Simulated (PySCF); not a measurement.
Ga(OH)2(OMe) (CH5GaO3), SMILES C[O][Ga]([OH])[OH].

Coordinates come from a PBE0-D3(BJ)/def2-SVP optimisation. The structure was generated by enumeration; whether it is a known compound was not checked. One conformer was computed; it need not be the lowest.

Method: TDA-B3LYP/def2-SVPD (PySCF 2.14.0).

Vertical excitations. Gas-phase values at a fixed geometry.

Computed UV-visible absorptions:
```tsv
state	energy (eV)	λ (nm)	f	main pairs
S1	5.30	234	0.002	HOMO→LUMO 98 %
S2	5.89	211	0.024	HOMO−1→LUMO 94 %
S3	6.14	202	0.000	HOMO−2→LUMO 99 %
S4	6.95	178	0.089	HOMO−3→LUMO 92 %
S5	7.00	177	0.019	HOMO−4→LUMO 53 %, HOMO→LUMO+1 35 %, HOMO−2→LUMO+1 8 %
S6	7.12	174	0.015	HOMO−1→LUMO+1 93 %
S7	7.18	173	0.162	HOMO→LUMO+1 51 %, HOMO−4→LUMO 30 %
S8	7.52	165	0.011	HOMO→LUMO+2 93 %
S9	7.60	163	0.036	HOMO−5→LUMO 86 %
S10	7.76	160	0.011	HOMO→LUMO+3 80 %, HOMO→LUMO+4 14 %
T1	5.04	246	0	HOMO→LUMO 96 %
T2	5.50	225	0	HOMO−1→LUMO 95 %
T3	5.78	214	0	HOMO−2→LUMO 96 %
T4	6.30	197	0	HOMO→LUMO+1 97 %
```
Triplets are in the Tamm–Dancoff approximation.
